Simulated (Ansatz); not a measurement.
Basis-set series for `[SiH2]1[GeH2][SiH2][GeH2][GeH2]1`. Charge 0, multiplicity 1. All single points use the PBE0-D4/def2-TZVP geometry.

```tsv
functional	basis	functions	energy (Eh)	HOMO (eV)	LUMO (eV)
PBE0-D4	def2-TZVPP	368	-6815.04659	-7.58	-0.83
PBE0-D4	def2-QZVPP	707	-6815.19983	-7.58	-0.87
ωB97M-V	def2-TZVPP	368	-6815.63713	-9.50	0.89
ωB97M-V	def2-QZVPP	707	-6815.78607	-9.49	0.82
```

Task: Give the rows for def2-SVP. (An estimate is asked.)

Result: Computed: 
| functional | basis | functions | energy (Eh) | HOMO (eV) | LUMO (eV) |
| --- | --- | --- | --- | --- | --- |
| PBE0-D4 | def2-SVP | 182 | -6814.05889 | -7.62 | -0.74 |
| ωB97M-V | def2-SVP | 182 | -6814.64925 | -9.51 | 1.07 |

Positive LUMOs are unbound and depend on the basis. Scalar relativity is left out up to krypton.
